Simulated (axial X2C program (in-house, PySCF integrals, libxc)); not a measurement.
## Nuclear properties of TaGe

Computed with an in-house all-electron X2C program for linear molecules (integrals from PySCF): two-component X2C with atomic mean-field Coulomb and Gaunt terms, Gaussian nuclei, basis Ta dyall-cv3z, Ge dyall-cv3z with contracted cores.

R = 2.489 Å (near the PBE0 minimum at charge 0 of the determinant lowest at the starting distance; the state shown can have its own minimum elsewhere).

Input and command:
```json
{"zs": [73, 32], "q": 0, "bas": ["dyall-cv3z", "dyall-cv3z"], "r0": 2.67, "levels": ["PBE0", "HF", "TPSSh", "r2SCAN", "LDA"], "nst": 3}
```
```bash
python soeom.py task.json out
```

Keys: zs atomic numbers; q charge; bas basis sets; r0 starting distance in Å; levels methods; nst determinants followed.

Determinant lowest in the PBE0 search, Ω = 1/2 (⟨Sz⟩ = 1.46, ⟨Lz⟩ = -0.96 at PBE0), spin on the atoms Ta 1.47, Ge -0.01:

```csv
level,Eeff magnitude (GV/cm),Ws magnitude Ta (kHz),A∥/gI Ta (MHz),qzz Ta (a.u.),A∥/gI Ge (MHz),qzz Ge (a.u.),μ (D)
PBE0,9.79,13.9,1440,-2.56,797,-2.09,-2.79
HF,60.9,116,3240,-3.75,1240,-3.79,-3.22
TPSSh,10.9,16.5,1830,-2.80,671,-2.05,-2.81
r2SCAN,6.41,8.26,2750,-2.88,691,-1.96,-2.69
LDA,8.83,13.8,1070,-3.33,639,-1.69,-2.12
```

Determinant 0.15 eV from it at PBE0 and this distance, Ω = 3/2 (⟨Sz⟩ = -1.46, ⟨Lz⟩ = 2.96 at PBE0), spin on the atoms Ta -1.50, Ge 0.04:

```tsv
level	Eeff magnitude (GV/cm)	Ws magnitude Ta (kHz)	A∥/gI Ta (MHz)	qzz Ta (a.u.)	A∥/gI Ge (MHz)	qzz Ge (a.u.)	μ (D)
PBE0	12.1	5.88	-363	-2.49	240	-2.15	-2.87
HF	66.9	42.4	-1700	-3.78	-21.5	-0.44	-2.68
TPSSh	13.6	6.95	-460	-2.63	240	-2.10	-2.88
r2SCAN	9.19	4.29	-784	-2.76	233	-2.06	-2.77
LDA	12.3	6.27	-166	-2.65	236	-1.77	-2.16
```

Eeff is the effective electric field on the electron electric dipole moment in this Ω state and Ws the scalar–pseudoscalar constant of the nucleus named (defined with the proton number Z and per Ω); A∥ (defined per Ω) follows by multiplying with gI = μI/(I μN); qzz is the electric field gradient, eQq0 = 234.96 MHz × Q/barn × qzz; μ is positive if the Ge end (last atom) is positive. The operators were transformed with the bare-nucleus X2C matrices; with these basis sets, hyperfine constants and field gradients can be off by tens of per cent, and where levels differ in sign neither size nor sign is settled.

(1) With Q(181Ta) = 3.17 barn, gI(73Ge) = -0.1954 (g factors from the IAEA table of nuclear moments by Stone; Q from Pyykkö, Mol. Phys. 2018), turn the PBE0 values of the first state into constants in MHz.

Each state is one determinant with collinear spin, which with several unpaired electrons need not be a pure state. Unrestricted Hartree–Fock can overshoot spin polarisation at the nuclei. With several open shells hyperfine constants can be off by a factor of several. Where Eeff spreads by more than a factor of two the levels disagree and none is to be relied on. At HF, r2SCAN a later determinant lies lower. States lie within half an eV, so the first need not be the ground state. Further determinants of the search, some of them spin-mixed, are not shown. Where a field gradient or hyperfine factor spreads by more than a factor of two over the levels, a constant derived from it is not to be relied on. PBE0 term energies can be off by some tenths of an eV.

Answers

(1) eQq0(181Ta) = 234.96 × (3.17) × (-2.56) = -1910 MHz; A∥(73Ge) = 797 × -0.1954 = -156 MHz.
